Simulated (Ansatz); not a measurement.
CH7NSSi, SMILES `CN[SiH2]S`, relaxed with RKS PBE-D4/def2-SVP in Ansatz from a rough embedded geometry. The force threshold is 0.03 eV/Å; the program also tests the step.

Charge 0, multiplicity 1.

Start:

```xyz
11

C     0.149   -1.401    1.052
N     0.478   -0.555   -0.048
Si   -0.162    0.989   -0.295
S     0.344    1.489   -2.288
H    -0.842   -1.725    1.106
H     0.818   -2.322    1.054
H     0.417   -0.920    2.034
H     0.335   -1.133   -0.908
H     0.298    1.930    0.740
H    -1.684    0.863   -0.229
H    -0.150    2.784   -2.217
```

Problem. By how much does the energy fall, and how many steps does the optimiser take? (Estimate.)

Solution. Ansatz gave: 0.47 eV, in 7 steps.

Problem. Which bonds change most? (Estimate.)

Solution. Ansatz gave: C1–H5 from 1.044 to 1.116 Å; Si3–S4 from 2.116 to 2.167 Å; N2–Si3 from 1.689 to 1.732 Å; Si3–H9 from 1.473 to 1.505 Å.

Problem. Give the relaxed structure. (An estimate is asked.)

Solution. Ansatz gave: 
```xyz
11

C     0.233   -1.444    1.071
N     0.134   -0.664   -0.148
Si   -0.244    1.023   -0.262
S     0.752    1.747   -2.045
H    -0.687   -2.029    1.309
H     1.084   -2.159    1.031
H     0.419   -0.770    1.934
H     0.073   -1.218   -1.005
H     0.258    1.628    1.021
H    -1.693    1.428   -0.432
H    -0.329    2.457   -2.473
```
